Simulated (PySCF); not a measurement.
NS, SMILES [N]=S, multiplicity 2.

The structure is a stationary point at PBE-D3(BJ)/def2-TZVPD.

All values below come from PBE-D3(BJ)/def2-TZVPD (PySCF).

Frequencies are harmonic and unscaled.

Computed harmonic wavenumbers and intensities:
```
mode  ν (cm⁻¹)  IR (km/mol)  moving atoms (share of kinetic energy)
----  --------  -----------  --------------------------------------
1         1214          5.3                          N 70 %, S 30 %
```
